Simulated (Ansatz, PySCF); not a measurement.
Complex: HCl (SMILES Cl) (first 2 atoms) with H2 (SMILES [H][H]); geometry from B3LYP-D3(BJ)/def2-TZVP, rigid monomers moved along the line of their centres of mass till H2···H4 is 2.08 Å.
(charge 0, multiplicity 1):
```xyz
4

Cl    -0.1180    -0.5884    -0.7213
H     -0.0738    -0.4022     0.5470
H     -0.3610    -0.0066     2.5725
H      0.3575    -0.2035     2.5755
```

Counterpoise-corrected where a basis set is named; no monomer relaxation. Rows marked so take none.

Rows in 6-311+G** carry no dispersion term and start afresh at each structure.

Programs: Ansatz (Gaussian orbitals); PySCF for 6-311+G** rows, the dispersion terms. Each number belongs to the level named beside it.

Problem. One of these levels gives -0.86 kcal/mol for the interaction energy. Name it.
A. B3LYP-D4/def2-TZVPPD
B. B3LYP/6-311+G** (no counterpoise)
C. HF/aug-cc-pV(D+d)Z
D. PBE-D4/def2-TZVPPD

Solution. D, PBE-D4/def2-TZVPPD. The others give 0.61 (HF/aug-cc-pV(D+d)Z), -0.04 (B3LYP/6-311+G** (no counterpoise)), -0.44 (B3LYP-D4/def2-TZVPPD)

Ansatz is an electronic-structure program.
